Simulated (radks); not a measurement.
Species: In II. Configuration: [Kr] 4d10 5s2. All-electron calculation, Dirac Kohn-Sham, PBE, spin-unpolarised, spherical densities, point nucleus. Program: a radial shooting solver on a logarithmic mesh with Libxc functionals.

Radial electron density D(r) = 4 pi r^2 rho(r):

r (bohr)  D(r) (e/bohr)
0.002417          6.624
0.003198          10.35
0.004265          15.96
0.005689          23.77
0.007527          33.51
0.01004           44.96
0.01339           55.77
0.01772           62.61
0.02363           63.19
0.03127           58.44
0.0417            54.91
0.05562           61.16
0.07359           74.65
0.09815           79.71
0.1309            66.44
0.1732            54.94
0.231             61.95
0.3057            62.96
0.4077            38.88
0.5438            20.02
0.7195            21.14
0.9596            19.93
1.27              11.43
1.693             4.818
2.259             2.005
2.989            0.7884
3.986            0.2018
5.316           0.02580
7.034          0.001336

D(r) has 4 maxima, at r = 0.0210, 0.0921, 0.271, 0.811 bohr, and minima at 0.0414, 0.177, 0.594 bohr, inside which lie 2.04, 11.17, 29.00 electrons.
